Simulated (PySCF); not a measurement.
**Ionisation energy of Pt by level of theory**

Pt [Xe] 4f14 5d9 6s1 (3D) → Pt⁺ [Xe] 4f14 5d9 (2D), as a difference of total energies. Calculation: PySCF 2.14, in aug-cc-pVTZ-PP with one added diffuse shell each of s, p, d, f, g type with ECP60MDF (7s7p6d4f3g, 113 functions); a scalar-relativistic core potential. Correlated levels: valence: 5s2 5p6 frozen. The calculations carry no spin-orbit coupling.

| method | ionisation energy (eV) |
| --- | --- |
| UHF | 7.568 |
| LDA | 9.734 |
| PBE0 | 9.047 |
| PBEsol | 9.407 |
| M06 | 8.912 |
| TPSSh | 9.061 |
| SCS-MP2 (valence) | 8.797 |

Task: Estimate what MP2 (valence) gives.

Result: 9.019 eV, closest to PBE0 among the rows shown.

Task: Estimate what PBE gives.

Result: 9.340 eV, closest to PBEsol among the rows shown.

The reference lies between the lowest fine-structure levels, while these numbers refer to the centres of the terms.

Errors of the correlated levels include the incompleteness of this basis and the frozen core.

For comparison: 8.959 eV (measured; NIST Atomic Spectra Database, ionization energies).
